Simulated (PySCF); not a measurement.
Br⁴⁺: fine-structure interval

Br⁴⁺ [Ar] 3d10 4s2 4p1 [4p1/2^1, M_J = 1/2] → Br⁴⁺ [Ar] 3d10 4s2 4p1 [4p3/2^1, M_J = 3/2], as a difference of total energies. All numbers are calculated (PySCF 2.14, the two-component X2C-1e Hamiltonian, in x2c-SVPall-2c). Correlated levels: [Ne] frozen. "Screened" scales the spin-orbit matrix elements by Boettger's factors to mimic the two-electron term; Breit and QED terms are absent.

```csv
method,fine-structure interval (cm⁻¹)
GHF (screened spin-orbit),7280.9
GMP2 (screened spin-orbit),6358.0
GHF (bare spin-orbit),7657.7
```
